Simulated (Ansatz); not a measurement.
Reactions of C8H12, SMILES `C=CC1CC=CCC1`.

Computed with Ansatz on PBE0-D4/def2-TZVP structures; ΔE is electronic, products minus reactants. CBS: MP2 limit from def2 TZ/QZ plus the TZ coupled-cluster correction, frozen cores. This one scheme is used for every species, atoms too. For atomizations the MP2-based limit and the directly extrapolated one differ by several kJ/mol either way, and by 10 to 25 for some Ge, Se and Sn compounds, so smaller differences from it don't rank the levels. No spin–orbit coupling; open shells (•) take unrestricted orbitals. Spin–orbit coupling would lower the free atoms: a little for C. Each species was taken in one conformer, which may not be the lowest.

Order these by ΔE at CCSD(T)/CBS, lowest first. (An estimate is asked.)
A. `C=CC1CC=CCC1` + CH₄ → propene + `C1=CCCCC1`
B. `C=CC1CC=CCC1` + H₂ → `C1=CCCCC1` + ethylene
C. `C=CC1CC=CCC1` → 8 C• + 12 H•
D. `C=CC1CC=CCC1` + `C=C(N)O` → `C=COC(=C)N` + `C1=CCCCC1`

B (-9.6 kcal/mol), A (+4.0 kcal/mol), D (+11.4 kcal/mol), C (+2061.6 kcal/mol).

Largest T1 diagnostic: 0.013, for `C=COC(=C)N`.
